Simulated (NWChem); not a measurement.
System: CuH2O2, doublet; SMILES [OH][Cu][OH]

NWChem input:

```
start job
memory heap 200 mb stack 900 mb global 1100 mb
geometry units angstroms noautoz
  Cu     0.000000     0.000000    -0.023009
  O     -1.746435     0.000000    -0.096405
  H     -2.210663     0.000000     0.749060
  O      1.746435     0.000000    -0.096405
  H      2.210663     0.000000     0.749060
end
basis spherical
  * library def2-svp
end
dft
  odft
  mult 2
  xc r2scan0
  iterations 150
  mulliken
end
task dft energy
```

Output (shortened):

```
             Northwest Computational Chemistry Package (NWChem) 7.3.0
             --------------------------------------------------------

 C2V symmetry detected

                             Geometry "geometry" -> ""
                             -------------------------

 Output coordinates in angstroms (scale by  1.889725989 to convert to a.u.)

  No.       Tag          Charge          X              Y              Z
 ---- ---------------- ---------- -------------- -------------- --------------
    1 Cu                  29.0000     0.00000000     0.00000000    -0.00786813
    2 O                    8.0000    -1.74643500     0.00000000    -0.08126413
    3 H                    1.0000    -2.21066300     0.00000000     0.76420087
    4 O                    8.0000     1.74643500     0.00000000    -0.08126413
    5 H                    1.0000     2.21066300     0.00000000     0.76420087

 Effective nuclear repulsion energy (a.u.)     174.2637945973

      Symmetry information
      --------------------

 Group name             C2v
 Group number             16
 Group order               4
 No. of unique centers     3

                                 NWChem DFT Module
                                 -----------------

 Summary of "ao basis" -> "ao basis" (spherical)
 ------------------------------------------------------------------------------
       Tag                 Description            Shells   Functions and Types
 ---------------- ------------------------------  ------  ---------------------
 Cu                         def2-svp                11       31   5s3p2d1f
 O                          def2-svp                 6       14   3s2p1d
 H                          def2-svp                 3        5   2s1p

      Symmetry analysis of basis
      --------------------------

        a1         28
        a2          8
        b1         21
        b2         12

            General Information
            -------------------
          SCF calculation type: DFT
          Wavefunction type:  spin polarized.
          No. of atoms     :     5
          No. of electrons :    47
           Alpha electrons :    24
            Beta electrons :    23
          Charge           :     0
          Spin multiplicity:     2
          Use of symmetry is: on ; symmetry adaption is: on
          Maximum number of iterations: 150
          AO basis - number of functions:    69
                     number of shells:    29
          Convergence on energy requested:  1.00D-06
          Convergence on density requested:  1.00D-05
          Convergence on gradient requested:  5.00D-04

              XC Information
              --------------
                     r^2SCAN0 Method XC Functional
                     Hartree-Fock (Exact) Exchange  0.250
               r^2SCAN metaGGA Exchange Functional  0.750
                     r^2SCAN Correlation Potential  1.000

             Grid Information
             ----------------
          Grid used for XC integration:  medium
          Radial quadrature: Mura-Knowles
          Angular quadrature: Lebedev.
          Tag              B.-S. Rad. Rad. Pts. Rad. Cut. Ang. Pts.
          ---              ---------- --------- --------- ---------
          Cu                  1.35      112           8.0       590
          O                   0.60       49          11.0       434
          H                   0.35       45          11.0       434
          Grid pruning is: on
          Number of quadrature shells:   206
          Spatial weights used:  Erf1

      Superposition of Atomic Density Guess
      -------------------------------------

 Sum of atomic energies:       -1789.06609172

      Non-variational initial energy
      ------------------------------

 Total energy =   -1789.091527
 1-e energy   =   -2836.039096
 2-e energy   =     872.683775
 HOMO         =      -0.443611
 LUMO         =      -0.075109

   Symmetry analysis of molecular orbitals - initial alpha
   -------------------------------------------------------

  Numbering of irreducible representations:

     1 a1          2 a2          3 b1          4 b2

  Orbital symmetries:

     1 a1          2 a1          3 b1          4 a1          5 b2
     6 a1          7 b1          8 a1          9 b1         10 a1
    11 b2         12 a1         13 b1         14 a1         15 b1
    16 a2         17 a1         18 b2         19 a1         20 b1
    21 b1         22 b2         23 a1         24 a2         25 a1
    26 b1         27 a1         28 a1         29 a1         30 b2
    31 b1         32 b1         33 a1         34 b1

   Symmetry analysis of molecular orbitals - initial beta
   ------------------------------------------------------

  Numbering of irreducible representations:

     1 a1          2 a2          3 b1          4 b2

  Orbital symmetries:

     1 a1          2 a1          3 b1          4 a1          5 b2
     6 a1          7 b1          8 a1          9 b1         10 a1
    11 b2         12 a1         13 b1         14 a1         15 b1
    16 a2         17 a1         18 b2         19 a1         20 b1
    21 b1         22 b2         23 a1         24 a2         25 a1
    26 b1         27 a1         28 a1         29 a1         30 b2
    31 b1         32 b1         33 a1         34 b1

     ---------------------------------------------
      Total Density - Mulliken Population Analysis
     ---------------------------------------------

    Atom       Charge   Shell Charges
 -----------   ------   -------------------------------------------------------
    1 Cu  29    28.55   2.00  2.00  2.00  0.56 -0.02  6.00  6.01  0.16  8.26  1.58  0.00
    2 O    8     8.57   1.99  1.10  0.69  2.87  1.91  0.00
    3 H    1     0.66   0.53  0.07  0.06
    4 O    8     8.57   1.99  1.10  0.69  2.87  1.91  0.00
    5 H    1     0.66   0.53  0.07  0.06

     --------------------------------------------
      Spin Density - Mulliken Population Analysis
     --------------------------------------------

    Atom       Charge   Shell Charges
 -----------   ------   -------------------------------------------------------
    1 Cu  29     0.12   0.00  0.00  0.00  0.00  0.00  0.00  0.00  0.00  0.12 -0.00  0.00
    2 O    8     0.44   0.00  0.00  0.00  0.26  0.18  0.00
    3 H    1     0.00   0.00  0.00  0.00
    4 O    8     0.44   0.00  0.00  0.00  0.26  0.18  0.00
    5 H    1     0.00   0.00  0.00  0.00

   convergence    iter        energy       DeltaE   RMS-Dens  Diis-err
 ---------------- ----- ----------------- --------- --------- ---------
 d= 0,ls=0.0,diis     1  -1791.4706956478 -1.97D+03  1.41D-02  3.38D-01
                                                     1.81D-02  3.95D-01
 d= 0,ls=0.0,diis     2  -1790.1251220437  1.35D+00  1.17D-02  5.53D+00
                                                     1.39D-02  4.82D+00
 d= 0,ls=0.0,diis     3  -1791.6176993562 -1.49D+00  1.87D-03  4.27D-02
                                                     2.76D-03  3.26D-02
 d= 0,ls=0.0,diis     4  -1791.6195888904 -1.89D-03  9.36D-04  5.01D-02
                                                     9.71D-04  4.61D-02
 d= 0,ls=0.0,diis     5  -1791.6327553919 -1.32D-02  6.79D-04  8.76D-03
                                                     7.41D-04  6.91D-03
  Resetting Diis
 d= 0,ls=0.0,diis     6  -1791.6354002382 -2.64D-03  3.68D-04  1.08D-03
                                                     4.35D-04  7.79D-04
 d= 0,ls=0.0,diis     7  -1791.6358358522 -4.36D-04  1.07D-04  4.08D-05
                                                     8.90D-05  2.40D-05
 d= 0,ls=0.0,diis     8  -1791.6358175932  1.83D-05  4.87D-05  9.54D-05
                                                     1.15D-04  1.28D-04
 d= 0,ls=0.0,diis     9  -1791.6358549192 -3.73D-05  5.33D-05  2.46D-05
                                                     5.85D-05  1.64D-05
 d= 0,ls=0.0,diis    10  -1791.6358649184 -1.00D-05  2.81D-05  2.77D-06
                                                     3.98D-05  1.96D-06
 d= 0,ls=0.0,diis    11  -1791.6358665582 -1.64D-06  4.85D-06  1.78D-07
                                                     4.11D-06  1.29D-07
 d= 0,ls=0.0,diis    12  -1791.6358666258 -6.76D-08  1.90D-06  9.18D-09
                                                     2.54D-06  1.21D-08

         Total DFT energy =    -1791.635866625845
      One electron energy =    -2840.641100067465
           Coulomb energy =      959.634491318969
    Exchange-Corr. energy =      -84.893052474652
 Nuclear repulsion energy =      174.263794597303

 Numeric. integr. density =       47.000007697441

                  Occupations of the irreducible representations
                  ----------------------------------------------

                     irrep           alpha         beta
                     --------     --------     --------
                     a1               11.0         11.0
                     a2                2.0          1.0
                     b1                7.0          7.0
                     b2                4.0          4.0

                    DFT Final Alpha Molecular Orbital Analysis
                    ------------------------------------------

 Vector   22  Occ=1.000000D+00  E=-3.252087D-01  Symmetry=b1
              MO Center= -4.3D-13,  5.3D-15, -1.2D-01, r^2= 3.4D+00
   Bfn.  Coefficient  Atom+Function         Bfn.  Coefficient  Atom+Function
  ----- ------------  ---------------      ----- ------------  ---------------
    18      0.363813  1 Cu d  1              35     -0.296092  2 O  px
    54     -0.296092  4 O  px                37     -0.280413  2 O  pz
    56      0.280413  4 O  pz                38     -0.234530  2 O  px
    57     -0.234530  4 O  px                40     -0.206196  2 O  pz
    59      0.206196  4 O  pz                 9     -0.096444  1 Cu px

[...]
```

Level: r2SCAN0/def2-SVP, spin-unrestricted. In the optimisation the excess spin sits in a2 (C2v, its own frame). The geometry was optimised at PBE0/def2-SVP, spin-unrestricted. This spin state was assumed; another may lie lower. No stability test was run on the SCF state.
